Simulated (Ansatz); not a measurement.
Geometry optimisation, RHF/def2-SVP in Ansatz.

Input file:

```yaml
crystal:
  periodic: [false, false, false]
  atoms:
    - { symbol: Ta, position_ang: [0.0, 0.0, 0.0] }
    - { symbol: Cl, position_ang: [2.82, 0.0, 0.0] }
    - { symbol: Cl, position_ang: [0.0, 0.0, 2.47] }
    - { symbol: Cl, position_ang: [0.0, 0.0, -2.47] }
    - { symbol: F, position_ang: [-0.965, 1.6714, 0.0] }
    - { symbol: Cl, position_ang: [-1.235, -2.139, 0.0] }
    - { symbol: "N", position_ang: [0.7757, -1.9759, 1.2433] }
    - { symbol: H, position_ang: [0.2944, -2.9105, 1.1069] }
    - { symbol: H, position_ang: [1.5912, -1.8927, 1.9153] }
    - { symbol: H, position_ang: [2.0207, -1.35, 0.8494] }
basis:
  gaussian: { orbitals: def2-SVP }
hamiltonian:
  xc: hf
relax:
  f_tol: 0.15
  max_steps: 25
  restrain:
    - { distance: [0, 6], at: 3.36, k: 30.0 }
    - { distance: [9, 1], at: 2.57, k: 30.0 }
    - { distance: [0, 1], at: 2.47, k: 30.0 }
    - { distance: [9, 6], at: 1.06, k: 30.0 }
```

Run as:

```bash
$ ansatz run input.yaml --threads 4 --pin off --max-ram 5120MiB --backend cpu --events-out ev --progress --plain --runs-dir out
```

Q: Where does it end, and by what steps?

A: The run converged. The restraints hold the end off the free minimum; the threshold counts their pulls, which the force column leaves out. Restrained pairs: Ta1–N7 (2.46 → 3.33 Å), Cl2–H10 (1.78 → 2.58 Å), Ta1–Cl2 (2.82 → 2.44 Å), N7–H10 (1.45 → 1.03 Å). After 13 steps the energy has fallen by 7.297 eV (the restraints' own energy left out); Cl6 moved furthest, 1.33 Å.

```csv
step,energy less start (eV),largest force component (eV/Å),accepted
0,0.0000,6.243,yes
1,-1.0847,4.901,yes
2,-2.4564,5.442,yes
3,-4.3517,4.734,yes
4,-5.8798,2.448,yes
5,-6.5143,1.613,yes
6,-6.7377,1.384,yes
7,-6.8106,1.270,yes
8,-6.8501,1.275,yes
9,-6.8511,1.224,yes
10,-6.9582,1.610,yes
11,-7.0762,2.557,yes
12,-7.2864,1.363,yes
13,-7.2974,1.493,yes
```

```xyz
10
Properties=species:S:1:pos:R:3
Ta -0.206 0.285 0.071
Cl 2.216 0.504 0.211
Cl -0.266 0.843 2.343
Cl 0.109 -0.568 -2.082
F -0.880 1.886 -0.492
Cl -2.013 -1.120 0.368
N 1.381 -2.459 1.108
H 1.346 -3.320 0.592
H 1.348 -2.667 2.090
H 2.268 -1.980 0.906
```

The run took 38 s on 4 threads of Arm Neoverse V1, with other jobs on the host, peak memory 0.48 GiB.
